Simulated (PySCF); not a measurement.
C2H9BO2Si, singlet, geometry from GFN2-xTB; DF-HF/def2-SVPD run with PySCF.

Input for PySCF:
```python
from pyscf import gto, scf

mol = gto.M(
    atom='''
Si    2.56496967    0.55863457   -0.00455619
C     0.68285666    0.66516972    0.24800347
C    -0.06158553   -0.58113914   -0.25984540
B    -1.65870976   -0.47705054   -0.05090301
O    -2.38201829    0.54069244   -0.57027693
O    -2.36579961   -1.38933018    0.65444479
H     2.84968465    0.40345903   -1.43390500
H     3.08919505   -0.59980332    0.72294922
H     3.19124576    1.78439251    0.49417694
H     0.29357615    1.55100827   -0.26035236
H     0.45642122    0.80308343    1.30744657
H     0.34553030   -1.46088931    0.24568290
H     0.16278580   -0.70973956   -1.32294189
H    -1.88471605    1.18958153   -1.06537973
H    -1.86483294   -2.11180549    1.02833351
''',
    basis='def2-svpd',
    verbose=4,
    max_memory=1800,
)

mf = scf.RHF(mol)
mf = mf.density_fit(auxbasis='def2-universal-jkfit')
mf.kernel()
```

It wrote (shortened):

```
PySCF version 2.14.0

[INPUT] verbose = 4
[INPUT] num. atoms = 15
[INPUT] num. electrons = 56
[INPUT] charge = 0
[INPUT] spin (= nelec alpha-beta = 2S) = 0
[INPUT] symmetry False subgroup None
[INPUT] Mole.unit = angstrom
[INPUT] Symbol           X                Y                Z      unit          X                Y                Z       unit  Magmom
[INPUT]  1 Si     2.564969670000   0.558634570000  -0.004556190000 AA    4.847090194116   1.055666341014  -0.008609951271 Bohr   0.0
[INPUT]  2 C      0.682856660000   0.665169720000   0.248003470000 AA    1.290412069735   1.256988597154   0.468658636242 Bohr   0.0
[INPUT]  3 C     -0.061585530000  -0.581139140000  -0.259845400000 AA   -0.116379784936  -1.098193814865  -0.491036640728 Bohr   0.0
[INPUT]  4 B     -1.658709760000  -0.477050540000  -0.050903010000 AA   -3.134507166543  -0.901494868176  -0.096192747816 Bohr   0.0
[INPUT]  5 O     -2.382018290000   0.540692440000  -0.570276930000 AA   -4.501362191805   1.021760629223  -1.077667212858 Bohr   0.0
[INPUT]  6 O     -2.365799610000  -1.389330180000   0.654444790000 AA   -4.470713328503  -2.625453536793   1.236721416748 Bohr   0.0
[INPUT]  7 H      2.849684650000   0.403459030000  -1.433905000000 AA    5.385123529877   0.762427069183  -2.709687738644 Bohr   0.0
[INPUT]  8 H      3.089195050000  -0.599803320000   0.722949220000 AA    5.837732589862  -1.133464003405   1.366176027768 Bohr   0.0
[INPUT]  9 H      3.191245760000   1.784392510000   0.494176940000 AA    6.030580482579   3.372013142625   0.933859073676 Bohr   0.0
[INPUT] 10 H      0.293576150000   1.551008270000  -0.260352360000 AA    0.554778520204   2.930980847235  -0.491994656284 Bohr   0.0
[INPUT] 11 H      0.456421220000   0.803083430000   1.307446570000 AA    0.862511103240   1.517607737876   2.470715939802 Bohr   0.0
[INPUT] 12 H      0.345530300000  -1.460889310000   0.245682900000 AA    0.652957634739  -2.760680694205   0.464273394489 Bohr   0.0
[INPUT] 13 H      0.162785800000  -0.709739560000  -1.322941890000 AA    0.307620578968  -1.341213388169  -2.499997850814 Bohr   0.0
[INPUT] 14 H     -1.884716050000   1.189581530000  -1.065379730000 AA   -3.561597157072   2.247983294541  -2.013275908363 Bohr   0.0
[INPUT] 15 H     -1.864832940000  -2.111805490000   1.028333510000 AA   -3.524023524667  -3.990734004453   1.943268698613 Bohr   0.0

nuclear repulsion = 277.01356135362
number of shells = 88
number of NR pGTOs = 288
number of NR cGTOs = 202
basis = def2-svpd
ecp = {}

******** <class 'pyscf.df.df_jk.DFRHF'> ********
method = DFRHF
initial guess = minao
damping factor = 0
level_shift factor = 0
DIIS = <class 'pyscf.scf.diis.CDIIS'>
diis_start_cycle = 1
diis_space = 8
diis_damp = 0
SCF conv_tol = 1e-09
SCF conv_tol_grad = None
SCF max_cycles = 50
direct_scf = False
Set gradient conv threshold to 3.16228e-05
Initial guess from minao.
******** <class 'pyscf.df.df.DF'> ********
auxbasis = def2-universal-jkfit
init E= -544.79210675089
  HOMO = -0.285969072919367  LUMO = 0.0279930372933341  gap/eV = 8.54334
cycle= 1 E= -544.051134982352  delta_E= 0.741  |g|= 0.677  |ddm|= 4.41
  HOMO = -0.413952941606545  LUMO = 0.0555776460339956  gap/eV = 12.77658
cycle= 2 E= -544.144061512514  delta_E= -0.0929  |g|= 0.359  |ddm|= 1.26
  HOMO = -0.409974494323242  LUMO = 0.0586529249199561  gap/eV = 12.75200
cycle= 3 E= -544.168499707952  delta_E= -0.0244  |g|= 0.0714  |ddm|= 0.407
  HOMO = -0.411133028510377  LUMO = 0.0599403718937488  gap/eV = 12.81856
cycle= 4 E= -544.170186577495  delta_E= -0.00169  |g|= 0.00987  |ddm|= 0.19
  HOMO = -0.412878460025696  LUMO = 0.0598719773288963  gap/eV = 12.86419
cycle= 5 E= -544.170233480728  delta_E= -4.69e-05  |g|= 0.0022  |ddm|= 0.0337
  HOMO = -0.413308702743729  LUMO = 0.0598790741823709  gap/eV = 12.87610
cycle= 6 E= -544.170236780373  delta_E= -3.3e-06  |g|= 0.000652  |ddm|= 0.00898
  HOMO = -0.413242861671233  LUMO = 0.059898957794295  gap/eV = 12.87484
cycle= 7 E= -544.17023699103  delta_E= -2.11e-07  |g|= 0.000211  |ddm|= 0.00154
  HOMO = -0.413282420275715  LUMO = 0.0599001014437253  gap/eV = 12.87595
cycle= 8 E= -544.170237017266  delta_E= -2.62e-08  |g|= 4.53e-05  |ddm|= 0.000653
  HOMO = -0.413280284514092  LUMO = 0.0599012205715042  gap/eV = 12.87592
cycle= 9 E= -544.170237018302  delta_E= -1.04e-09  |g|= 1.92e-05  |ddm|= 0.000129
  HOMO = -0.413279522822997  LUMO = 0.0599016093512583  gap/eV = 12.87591
cycle= 10 E= -544.170237018439  delta_E= -1.36e-10  |g|= 4.61e-06  |ddm|= 4.27e-05
  HOMO = -0.413279872394398  LUMO = 0.0599016220739061  gap/eV = 12.87592
Extra cycle  E= -544.170237018452  delta_E= -1.31e-11  |g|= 2.24e-06  |ddm|= 1.21e-05
converged SCF energy = -544.170237018452
```
